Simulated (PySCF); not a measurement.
Species: CH₆BO₂Si (charge -1, singlet). It need not be the lowest isomer of its formula. Whether it binds its extra electron was not tested at this geometry. SMILES: C[SiH-]B(O)O
Coordinates optimised at B3LYP-D3(BJ)/def2-TZVP (Ansatz):
```
B
O 1 1.3935
H 2 0.9675 1 109.24
O 1 1.4083 2 111.86 3 -0.39
H 4 0.9619 1 108.14 2 176.20
Si 1 2.0286 2 125.79 3 -172.76
H 6 1.5450 1 94.57 2 -147.77
C 6 1.9657 7 99.92 5 -129.72
H 8 1.0943 6 114.62 7 43.33
H 8 1.0951 9 107.52 6 -120.94
H 8 1.0952 9 107.93 10 -115.09
```
Charge -1, spin multiplicity 1.

Dispersion corrections to the total energy (kcal/mol) from the dftd3 and dftd4 libraries through PySCF: D3(BJ) without and D4 with the three-body term, each with the damping fitted for the functional named.

```json
[
 {"functional": "CAM-B3LYP", "D3(BJ)": "-4.14", "D4": "-4.97"},
 {"functional": "BHLYP", "D3(BJ)": "-7.23", "D4": "-7.07"},
 {"functional": "BLYP", "D3(BJ)": "-10.97", "D4": "[?]"},
 {"functional": "PBE0", "D3(BJ)": "-4.45", "D4": "[?]"},
 {"functional": "B3LYP", "D3(BJ)": "[?]", "D4": "-9.34"},
 {"functional": "r2SCAN", "D3(BJ)": "-1.43", "D4": "-1.45"},
 {"functional": "HF", "D3(BJ)": "-39.19", "D4": "-20.44"}
]
```

### Question
Some entries are withheld; supply them.

### Answer

- BLYP, D4: -12.77
- PBE0, D4: -4.91
- B3LYP, D3(BJ): -9.01
